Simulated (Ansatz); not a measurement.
Isolated molecules relaxed with PBE0-D4/def2-TZVP in Ansatz; ΔE leaves out vibrations. CCSD(T)/CBS is the MP2 limit (def2-TZVPP, def2-QZVPP) plus CCSD(T) − MP2 in def2-TZVPP, frozen cores. For Ge outer-core shells are correlated without core-valence functions, which leaves a few kJ/mol of doubt a bond. Scalar relativity is left out up to krypton. Each species was taken in one conformer, which may not be the lowest.

Reaction (substitution at a C–S bond): `C[S][GeH2][Cl]` + `NC(=O)[SiH2]Cl` → `CNC(=O)[SiH2]Cl` + `[SH][GeH2][Cl]`

`C[S][GeH2][Cl]`:

```xyz
9

C    -1.238   -0.550   -0.760
S    -0.824    1.113   -0.166
Ge    1.064    0.660    0.854
Cl    2.513   -0.072   -0.577
H    -0.470   -0.921   -1.438
H    -1.377   -1.244    0.069
H    -2.178   -0.457   -1.305
H     1.612    1.955    1.460
H     0.897   -0.484    1.863
```

`NC(=O)[SiH2]Cl`:

Cartesian coordinates in Å:
```
N 0.791 -0.208 -1.329
C 0.574 -0.568 -0.051
O 1.179 -1.455 0.525
Si -0.751 0.319 0.997
Cl -1.702 1.795 -0.095
H 1.495 -0.688 -1.868
H 0.261 0.533 -1.755
H -1.759 -0.676 1.419
H -0.086 0.948 2.157
```

`CNC(=O)[SiH2]Cl`:

Z-matrix (Å, degrees):
```
C
N 1 1.443
H 1 1.089 2 107.7
H 1 1.093 2 111.0 3 119.3
H 1 1.093 2 111.0 3 -119.3
C 2 1.345 1 123.1 3 -0.3
H 2 1.007 1 119.5 3 179.7
Si 6 1.903 2 120.3 1 -180.0
O 6 1.222 2 124.9 1 0.0
Cl 8 2.070 6 110.9 2 -0.0
H 8 1.478 6 108.8 2 119.1
H 8 1.478 6 108.8 2 -119.1
```

`[SH][GeH2][Cl]`:

Z-matrix (Å, degrees):
```
Ge
Cl 1 2.156
S 1 2.205 2 110.8
H 1 1.530 2 107.6 3 -116.4
H 1 1.532 2 105.9 3 120.9
H 3 1.343 1 94.0 2 72.4
```

| species | CCSD(T)/CBS(def2) energy (Eh) |
| --- | --- |
| `C[S][GeH2][Cl]` | -2974.78596 |
| `NC(=O)[SiH2]Cl` | -919.24543 |
| `CNC(=O)[SiH2]Cl` | -958.49919 |
| `[SH][GeH2][Cl]` | -2935.52817 |

Q: Work out ΔE.

A: ΔE = (-958.49919) + (-2935.52817) − (-2974.78596) − (-919.24543) = 0.00403 Eh = +2.5 kcal/mol.

Largest T1 diagnostic among the species: 0.015.
